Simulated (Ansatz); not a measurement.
Geometry optimisation, Ansatz, RKS PBE0/def2-SVP.

Input:

```yaml
crystal:
  periodic: [false, false, false]
  atoms:
    - { symbol: W, position_ang: [0.0, 0.0, 0.0] }
    - { symbol: Cl, position_ang: [0.0, 0.0, 2.74] }
    - { symbol: H, position_ang: [1.72, 0.0, 0.0] }
    - { symbol: H, position_ang: [0.0, 1.72, 0.0] }
    - { symbol: H, position_ang: [-1.72, 0.0, 0.0] }
    - { symbol: H, position_ang: [0.0, -1.72, 0.0] }
    - { symbol: H, position_ang: [0.0, 0.0, -1.72] }
    - { symbol: H, position_ang: [1.3275, 1.3829, 0.637] }
    - { symbol: H, position_ang: [1.114, 1.1605, 1.6422] }
basis:
  gaussian: { orbitals: def2-SVP }
hamiltonian:
  xc: pbe0
relax:
  f_tol: 0.15
  max_steps: 25
  restrain:
    - { distance: [0, 7], at: 1.72, k: 30.0 }
    - { distance: [8, 1], at: 1.37, k: 30.0 }
    - { distance: [0, 1], at: 3.59, k: 30.0 }
    - { distance: [8, 7], at: 1.86, k: 30.0 }
```

Launched with:

```bash
$ ansatz run input.yaml --threads 1 --pin off --max-ram 2048MiB --backend cpu --events-out ev --progress --plain --runs-dir out
```

**Question.** Where does it end, and by what steps?

**Answer.** The forces met the threshold. The restraints hold the end off the free minimum. After 7 steps the energy has fallen by 5.150 eV (the restraints' own energy left out); H4 moved furthest, 0.65 Å. Parted: W1–Cl2 (2.74 → 3.59 Å). Joined: Cl2–H9 (1.95 → 1.33 Å).

| step | energy less start (eV) | largest force component (eV/Å) | accepted |
| --- | --- | --- | --- |
| 0 | 0.0000 | 6.928 | yes |
| 1 | -0.0106 | 2.241 | yes |
| 2 | -1.2217 | 4.815 | yes |
| 3 | -2.8760 | 5.082 | yes |
| 4 | -4.4212 | 2.214 | yes |
| 5 | -5.0330 | 1.274 | yes |
| 6 | -5.1182 | 1.016 | yes |
| 7 | -5.1497 | 0.861 | yes |

```xyz
9
Properties=species:S:1:pos:R:3
W 0.176 0.183 -0.524
Cl 0.326 0.345 3.056
H 1.486 -0.557 0.205
H -0.578 1.489 0.199
H -1.346 -0.089 0.109
H -0.084 -1.339 0.113
H 0.243 0.247 -2.242
H 1.235 1.255 0.279
H 0.985 1.009 2.105
```

The run took 22 s on 1 thread of Intel(R) Xeon(R) 6975P-C (Granite Rapids), with other jobs on the host, peak memory 0.18 GiB.
